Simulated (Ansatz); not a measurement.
Reaction (redistribution): `CC(C)[O][InH2]` + `B[SiH2]C[SiH3]` → `B[SiH2][CH2][InH2]` + `CC(C)O[SiH3]`

Gas-phase electronic energies from Ansatz, PBE0-D4/def2-TZVP geometries. CCSD(T)/CBS is the MP2 limit (def2-TZVPP, def2-QZVPP) plus CCSD(T) − MP2 in def2-TZVPP, frozen cores. DFT in def2-TZVPP. Elements past krypton have def2 core potentials. For In outer-core shells are correlated without core-valence functions, which leaves a few kJ/mol of doubt a bond. One conformer a species, not always the lowest.

```
             level  ΔE (kcal/mol)  difference from CCSD(T)/CBS
         r2SCAN-D4           -7.8                          1.4
           ωB97M-V           -9.4                         -0.2
            B2PLYP           -7.9                          1.3
              PBE0           -7.8                          1.4
    MP2/def2-TZVPP          -10.1                         -0.9
CCSD(T)/def2-TZVPP           -9.3                         -0.1
     HF/def2-QZVPP          -10.3                         -1.1
SCS-MP2/def2-QZVPP           -9.6                         -0.4
     MP2/CBS(def2)          -10.0                         -0.8
    CCSD/CBS(def2)           -9.6                         -0.4
       CCSD(T)/CBS           -9.2                            0
```

Largest T1 diagnostic among the species: 0.016.

From PBE to PBE0 (25 % exact exchange), in def2-TZVPP and without D4, ΔE moves by −2.2 kcal/mol. The D4 term adds −0.8 kcal/mol with B3LYP and −0.4 kcal/mol with PBE0; it sums over pairs of atoms, weighted by their polarisabilities, and B3LYP, whose exchange is more repulsive, gets the larger term.

B3LYP here is the variant with VWN-RPA as its local correlation; programs differ in this.
